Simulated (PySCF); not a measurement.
C2H9ClSi2.
Geometry (PBE0-D3(BJ)/def2-SVP, Å), atoms numbered from 1 in this order:
```xyz
14
C2H9ClSi2 angstrom
Si     1.3356    0.5656    1.7772
C      2.4670   -0.2266    0.4859
C      3.4546    0.7116   -0.2162
Si     4.8150    1.4312    0.8589
Cl     5.7268   -0.1297    1.8839
H      0.3199   -0.4313    2.2335
H      2.1086    1.0374    2.9669
H      0.6258    1.7434    1.1850
H      1.8095   -0.7088   -0.2582
H      3.0127   -1.0479    0.9821
H      2.9310    1.5667   -0.6827
H      3.9626    0.1854   -1.0438
H      5.8469    2.0972    0.0144
H      4.3013    2.3981    1.8696
```

Jobs on this species (14 atoms, 66 electrons) with PySCF (density fitting). Hardware of each: one thread of an Arm Neoverse V1, no GPU (shared host). The host was shared with other jobs, so the times are rough. Peak memory is the resident size of the whole Python process, interpreter and libraries included.

| level and settings | work | basis functions | SCF cycles | wall time | peak memory |
| --- | --- | --- | --- | --- | --- |
| delta-SCF UKS PBE0, pcX-2 on the ionised atom, pcseg-1 elsewhere, spin-free X2C | ΔSCF core ionisation, 8 holes | 169 | ? | ? | ? |
| delta-SCF UKS HF, pcX-2 on the ionised atom, pcseg-1 elsewhere, spin-free X2C | ΔSCF core ionisation, 8 holes | 169 | ? | ? | ? |
| delta-SCF UKS SCAN, pcX-2 on the ionised atom, pcseg-1 elsewhere, non-relativistic | ΔSCF core ionisation, 8 holes | 169 | 107 | 48 s | 0.69 GiB |
| delta-SCF UKS PBE, pcX-2 on the ionised atom, pcseg-1 elsewhere, spin-free X2C | ΔSCF core ionisation, 8 holes | 169 | 110 | 33 s | 0.70 GiB |
| delta-SCF UKS SCAN, pcX-2 on the ionised atom, pcseg-1 elsewhere, spin-free X2C | ΔSCF core ionisation, 8 holes | 169 | 107 | 51 s | 0.69 GiB |
| delta-SCF UKS SCAN, def2-TZVP on the ionised atom, pcseg-1 elsewhere, spin-free X2C | ΔSCF core ionisation, 8 holes | 146 | 103 | 46 s | 0.50 GiB |
| delta-SCF UKS SCAN, pcX-1 on the ionised atom, pcseg-1 elsewhere, spin-free X2C | ΔSCF core ionisation, 8 holes | 149 | 107 | 42 s | 0.54 GiB |
| PBE0-D3(BJ)/def2-SVP, grid level 1 | geometry optimisation from a GFN2-xTB start shaken at random | 127 | 51 | 56 s | 0.54 GiB |
| delta-SCF UKS B3LYP, pcX-2 on the ionised atom, pcseg-1 elsewhere, spin-free X2C | ΔSCF core ionisation, 8 holes | 169 | 97 | 64 s | 0.85 GiB |

**Question.** Fill in the missing figures.

**Answer.** 
- delta-SCF UKS PBE0, pcX-2 on the ionised atom, pcseg-1 elsewhere, spin-free X2C; ΔSCF core ionisation, 8 holes: 61 s, 0.77 GiB, 94 SCF cycles
- delta-SCF UKS HF, pcX-2 on the ionised atom, pcseg-1 elsewhere, spin-free X2C; ΔSCF core ionisation, 8 holes: 40 s, 0.69 GiB, 94 SCF cycles

**Question.** What do all jobs in the table cost together?

**Answer.** About 7.3 min; the longest takes about 15 % of that, and about 1.9 times as long as the shortest.
